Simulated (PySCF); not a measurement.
Geometry (Å), atoms numbered from 1 in this order:
```xyz
18

C    -1.0034    1.4213   -0.5144
C    -1.0326    0.1396   -0.1783
C    -2.2678   -0.5285    0.3411
C     0.1846   -0.7417   -0.1695
C     1.3706   -0.3100   -1.0564
Si    2.3484    0.4266    0.4203
C     0.8405   -0.5029    1.1966
O     0.4614   -0.8574    2.2798
H    -1.8927    2.0268   -0.4718
H    -0.1132    1.9179   -0.8582
H    -3.0927    0.1745    0.4173
H    -2.0642   -0.9435    1.3285
H    -2.5631   -1.3493   -0.3129
H    -0.1197   -1.7811   -0.3103
H     1.0823    0.3441   -1.8753
H     1.8514   -1.1797   -1.5029
H     2.3328    1.8794    0.5558
H     3.6688   -0.1298    0.6990
```

PySCF calculation with structure optimised with GFN2-xTB and GIAO PBE0/pcSseg-1 shieldings; rapidly exchanging positions averaged, one conformer, no solvent, relativity neglected.

**Question.** List the cross peaks expected in HSQC, COSY and HMBC spectra.

**Answer.** 

HSQC (one-bond C–H):
| δH | δC |
| --- | --- |
| 5.44 (H9) | 115.7 (C1) |
| 4.95 (H10) | 115.7 (C1) |
| 3.68 (H14) | 76.7 (C4) |
| 1.98 (H11/H12/H13) | 27.6 (C3) |
| 1.78 (H16) | 9.0 (C5) |
| 1.22 (H15) | 9.0 (C5) |

COSY cross peaks (H two or three bonds apart, from the bond graph; peaks can be absent where the dihedral angle is near 90°):
| δH | δH |
| --- | --- |
| 5.44 (H9) | 4.95 (H10) |
| 5.43 (H17) | 5.19 (H18) |
| 5.43 (H17) | 1.78 (H16) |
| 5.43 (H17) | 1.22 (H15) |
| 5.19 (H18) | 1.78 (H16) |
| 5.19 (H18) | 1.22 (H15) |
| 3.68 (H14) | 1.78 (H16) |
| 3.68 (H14) | 1.22 (H15) |
| 1.78 (H16) | 1.22 (H15) |

HMBC (two and three bonds, from the bond graph):
| δH | δC |
| --- | --- |
| 5.44 (H9) | 151.4 (C2), 76.7 (C4), 27.6 (C3) |
| 5.43 (H17) | 236.3 (C7), 76.7 (C4), 9.0 (C5) |
| 5.19 (H18) | 236.3 (C7), 76.7 (C4), 9.0 (C5) |
| 4.95 (H10) | 151.4 (C2), 76.7 (C4), 27.6 (C3) |
| 3.68 (H14) | 236.3 (C7), 151.4 (C2), 115.7 (C1), 27.6 (C3), 9.0 (C5) |
| 1.98 (H11/H12/H13) | 151.4 (C2), 115.7 (C1), 76.7 (C4) |
| 1.78 (H16) | 236.3 (C7), 151.4 (C2), 76.7 (C4) |
| 1.22 (H15) | 236.3 (C7), 151.4 (C2), 76.7 (C4) |

δ = σ(ref) − σ, references computed at the same level: TMS for 1H (31.72 ppm), 13C (186.93 ppm).

Short H···H contacts in this conformer between protons four or more bonds apart (candidates for NOE cross peaks, intensity ∝ r⁻⁶): H10···H15 2.22 Å, H9···H11 2.38 Å, H13···H14 2.48 Å.

Shifts are as computed. Against solution values, carbons near 30 ppm lie about +3 ppm off and those near 130 ppm about +5 ppm. Of 1211 compounds with measured shifts, 218 miss one by over three times the rms of a fit or turn the order of signals round; such compounds aren't used in these exercises.
